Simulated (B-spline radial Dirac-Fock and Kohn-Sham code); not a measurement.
Z = 51 (antimony), transition energy 79.2 keV. Calculated with a radial finite-basis atomic code, using a Dirac-Hartree-Slater potential of the neutral atom with a Latter tail (no hole, which puts coefficients of high multipoles low close above an edge), finite nucleus with surface currents. Subshells that would emit electrons below 1 keV are left out.

Q: A pure transition shows α(K) = 1.05, L1/L2 = 13.8 and L1/L3 = 54.2. What is its multipolarity?
A. E4
B. M1
C. M4
D. E2
E. E3
F. M2
G. M3
H. E1

A: B. For comparison, α(K), L1/L2, L1/L3 are E1 0.314, 6.84, 4.73; E2 2.43, 0.545, 0.437; E3 14.9, 0.0720, 0.0627; E4 88.5, 0.0161, 0.0146; M2 12.0, 8.85, 5.45; M3 97.6, 5.94, 1.22; M4 748, 4.38, 0.536.
